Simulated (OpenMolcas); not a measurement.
Mn2+, Tc2+, Re2+: d⁵ down the group

| Property | Result |
| --- | --- |
| Program | OpenMolcas 26.06 |
| Method | MS-CASPT2, IPEA 0.25 Eh, imaginary shift 0.1 Eh |
| Basis | ANO-R3 |
| Scalar Hamiltonian | X2C, finite nucleus |
| Spin-orbit coupling | RASSI with atomic mean-field integrals over the reference wave functions, term energies averaged over their components |

Active space for each ion: 5 electrons in 5 orbitals (d); closed shells correlated by CASPT2: Mn2+ 3s 3p; Tc2+ 4s 4p; Re2+ 5s 5p.

Computed levels in cm-1 above ⁶S_5/2:

| Level | Mn2+ | Tc2+ | Re2+ |
| --- | --- | --- | --- |
| ⁴G_7/2 | 27250 | 20180 | 18180 |
| ⁴G_11/2 | 27260 | 20230 | 19040 |
| ⁴G_9/2 | 27260 | 20270 | 19540 |
| ⁴P_1/2 | 30010 | 22970 | 20650 |
| ⁴D_7/2 | 32870 | 23920 | 22590 |
| ⁴D_1/2 | 32910 | 24500 | 25350 |
| ²I_11/2 | 39800 | 29740 | 27710 |
| ²I_13/2 | 39840 | 30080 | 30010 |
| ²F_7/2(1) | 43760 | 34170 | 37340 |
| weight of ⁶S in the lowest level (%) | 100 | 99 | 90 |

Mixed levels, with the weight of the term that names them: Tc2+ ⁴P_1/2 (74 %), Tc2+ ⁴D_1/2 (75 %), Tc2+ ²F_7/2(1) (75 %), Re2+ ⁴G_7/2 (70 %), Re2+ ⁴P_1/2 (59 %), Re2+ ⁴D_7/2 (73 %), Re2+ ⁴D_1/2 (63 %), Re2+ ²F_7/2(1) (53 %).

Measured, with the error of the calculation in %. Measured levels: Mn2+ from Corliss and Sugar, J. Phys. Chem. Ref. Data 6, 1253 (1977); Re2+ from the list in Brasseur, Gamrath and Quinet, At. Data Nucl. Data Tables 157, 101636 (2024).

```csv
Level,Mn2+,Re2+
⁴G_7/2,26860 (+1.5),16890 (+7.6)
⁴G_11/2,26824 (+1.6),18020 (+5.7)
⁴G_9/2,,18346 (+6.5)
⁴D_7/2,32307 (+1.7),20453 (+10.5)
⁴D_1/2,32369 (+1.7),
²I_11/2,39174 (+1.6),26170 (+5.9)
²I_13/2,39176 (+1.7),28588 (+5.0)
²F_7/2(1),42606 (+2.7),
```

Without spin-orbit coupling ⁴G lies 27250, 20210, 18720 cm-1 above ⁶S in that order; the difference to the level ⁴G_7/2, of either sign, comes from spin-orbit coupling, which also lowers the zero.

CASPT2 breaks the degeneracy within a term, and the mean is taken; among the terms shown or strongly mixed into the levels shown the widest spread is 910 cm-1 (4d⁵ ⁴F, Tc2+). Blocks of more than 70 roots (2S+1 = 2 even) ran without multistate coupling. Levels of configurations with an s electron are missing; early in the row they begin among the upper levels of the d shell and mix with terms of their name (holds for Tc2+). The CASPT2 spread within a term exceeds the gap to the next term for 4d⁵ ⁴F and 4d⁵ ²F(1), so the order of their levels is uncertain, and so are names and mixing where such terms share a J (holds for Tc2+). Configurations with an s electron lie low in 5d ions of this charge, fall among these levels and mix in, so low-spin terms can stand far too high, up to twice their true height, and weights are not those of the real levels (holds for Re2+). Measured partners are found by configuration, term and J. A level has none where our copy of the source lacks it or the pairing is in doubt (some pairs that miss far off the trend of their configuration count as doubtful), and it then counts in no deviation. Levels of configurations outside the active space are missing.

A number in round brackets counts repeated terms of one configuration in the order of the reference energies.
